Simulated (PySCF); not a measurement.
SMILES OB(CC)O (C2H7BO2), CAM-B3LYP/def2-SVP optimised geometry.

```
12

B     -0.06     1.16     0.00
C     -0.85    -0.21    -0.01
C      0.02    -1.46     0.13
H     -1.43    -0.25    -0.95
H     -1.62    -0.18     0.78
H      0.57    -1.45     1.09
H      0.77    -1.51    -0.67
H     -0.58    -2.38     0.10
O      1.29     1.16     0.00
H      1.65     2.06     0.00
O     -0.69     2.38     0.00
H     -1.65     2.32     0.00
```

Density from CAM-B3LYP/def2-TZVP (PySCF 2.14.0) at that geometry.

Minimum of the electron density along straight lines between bonded atoms, close to the bond critical point (lines longer than 1.1 times the sum of covalent radii, or with two minima, are not listed):

```csv
bond,length / Å,ρ at the minimum / e bohr⁻³,∇²ρ there / e bohr⁻⁵,position (fraction from the first atom)
B1–C2,1.580,0.193,-0.41,0.33
C2–C3,1.527,0.244,-0.60,0.50
C2–H4,1.106,0.265,-0.86,0.64
C2–H5,1.106,0.266,-0.87,0.64
C3–H6,1.100,0.273,-0.93,0.64
C3–H7,1.100,0.274,-0.93,0.64
C3–H8,1.101,0.273,-0.92,0.64
B1–O9,1.357,0.214,0.92,0.33
O9–H10,0.965,0.354,-2.40,0.81
B1–O11,1.368,0.207,0.86,0.33
O11–H12,0.962,0.357,-2.44,0.81
```
